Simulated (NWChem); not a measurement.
C4H5Cl; SMILES CC=C=CCl

```xyz
10

C      0.5722     2.7106     0.2691
C     -0.2450     1.6957    -0.4698
C     -0.4794     0.4684    -0.0731
C     -0.7251    -0.7510     0.3291
Cl     0.2833    -2.1122    -0.0699
H      0.9777     2.3024     1.2044
H      1.4115     3.0574    -0.3554
H     -0.0364     3.5981     0.5076
H     -0.6840     2.0112    -1.4274
H     -1.5874    -1.0152     0.9479
```
Atoms are numbered in this order, from 1.

Program: NWChem. Geometry optimised at PBE0/def2-SVP; all other runs use it. 

```
quantity                                                    level  value
--------------------------------------------  -------------------  -----
solvation free energy (kcal/mol) in n-hexane   PBE0/def2-SVP, SMD   -4.0
vertical, lowest excitation, singlet (eV)     PBE0/def2-SVPD, TDA   4.99
vertical ionisation energy, ΔSCF (eV)                PBE/def2-SVP   9.03
isotropic polarisability (bohr³), static           PBE0/def2-SVPD   69.2
dipole (D)                                          PBE0/def2-SVP   2.09
highest harmonic frequency (cm⁻¹)                   PBE0/def2-SVP   3214
```
